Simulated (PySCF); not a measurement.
Al(Et)(OMe)(NH2), SMILES C[CH2][Al]([NH2])[O]C (GFN2-xTB optimised geometry):

```
16

Al    -0.086     0.199     0.000
C     -1.155    -1.503     0.001
C     -0.294    -2.768    -0.025
H     -1.835    -1.512    -0.859
H     -1.808    -1.529     0.881
H      0.362    -2.806     0.842
H      0.330    -2.792    -0.915
H     -0.915    -3.665    -0.020
O     -0.933     1.618     0.000
C     -1.614     2.833    -0.001
H     -0.908     3.665     0.062
H     -2.198     2.937    -0.919
H     -2.293     2.885     0.855
N      1.698     0.199     0.000
H      2.293    -0.616     0.000
H      2.279     1.027     0.001
```

Calculation: PBE0/def2-TZVP in PySCF.

Problem. What are the frontier orbital energies and the dipole moment?

Solution. HOMO-2 -8.06 eV, HOMO-1 -7.22 eV, HOMO -7.09 eV, LUMO 0.24 eV, LUMO+1 0.77 eV; dipole moment 0.74 D.

On the same geometry PBE/def2-TZVP (PySCF 2.14.0) gives HOMO-2 -6.52 eV, HOMO-1 -5.87 eV, HOMO -5.67 eV, LUMO -0.56 eV, LUMO+1 -0.02 eV; dipole moment 0.74 D.

Meta-Löwdin charges at PBE0/def2-TZVP: Al1 0.99, C2 -0.50, C3 -0.33, H4 0.12, H5 0.12, H6 0.11, H7 0.11, H8 0.11, O9 -0.64, C10 -0.10, H11 0.11, H12 0.11, H13 0.11, N14 -0.77, H15 0.24, H16 0.23.
